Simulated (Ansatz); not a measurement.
Mulliken charges of C2H4ClNSi (`C=C1N[SiH]1Cl`) from ωB97M-V/def2-TZVPP in Ansatz (PBE0-D4/def2-TZVP geometry).

```
atom   x (Å)   y (Å)   z (Å)  charge (e)
  C1   1.494   0.025  -0.901      -0.273
  C2   0.411  -0.016  -0.141       0.030
  N3  -0.519  -0.992   0.266      -0.351
 Si4  -0.986   0.514   0.868       0.495
 Cl5  -2.579   1.506   0.077      -0.185
  H6   2.026   0.956  -1.040       0.095
  H7   1.875  -0.859  -1.403       0.086
  H8  -0.641  -1.934  -0.065       0.116
  H9  -0.993   0.753   2.321      -0.013
```

Problem. By hand: the dipole of these point charges (1 e Å = 4.8032 D).

Solution. Σ q r = (0.068, 0.100, 0.307) e Å, of length 0.330 e Å = 1.59 D.

Problem. How does the dipole of the full density compare? (Estimate.)

Solution. Computed: (-0.113, -0.202, 0.159) e Å, 1.35 D; the point charges give 1.18 times that, at 77° from its direction.

Point charges leave out the atoms' own dipoles, such as those of lone pairs, and Mulliken's split depends on the basis, so the two needn't agree.
